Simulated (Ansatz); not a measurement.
Input file:

```yaml
crystal:
  periodic: [false, false, false]
  atoms:
    - { symbol: W, position_ang: [0.144624, 0.195857, -0.077842] }
    - { symbol: H, position_ang: [0.525337, -0.49451, 1.617121] }
    - { symbol: F, position_ang: [1.98078, 0.157791, -0.072471] }
    - { symbol: F, position_ang: [-0.170987, 1.874711, -0.776266] }
    - { symbol: F, position_ang: [-1.535269, 0.337842, 0.661839] }
    - { symbol: F, position_ang: [-0.218782, -1.627575, -0.050224] }
    - { symbol: F, position_ang: [0.2012, -0.223768, -1.876256] }
    - { symbol: F, position_ang: [0.594449, 1.563053, 1.483705] }
    - { symbol: H, position_ang: [0.636648, 0.464699, 1.867295] }
basis:
  gaussian: { orbitals: def2-SVP }
hamiltonian:
  xc: pbe0
md:
  timestep: 0.5
  n_steps: 200
  ensemble: nve
  temperature: 100.0
  initial_velocities: maxwell_boltzmann
  seed: 7287
```

Launched with:

```bash
$ ansatz run input.yaml --threads 4 --pin off --max-ram 5120MiB --backend cpu --events-out ev --progress --plain --runs-dir out
```

Hardware: 4 threads of Intel(R) Xeon(R) Platinum 8259CL CPU @ 2.50GHz (Skylake/Cascade Lake) (shared host).

Task: Roughly how long does this run take, and how much memory?

Result: 12 min, with a peak of 0.37 GiB, for 201 ionic steps.
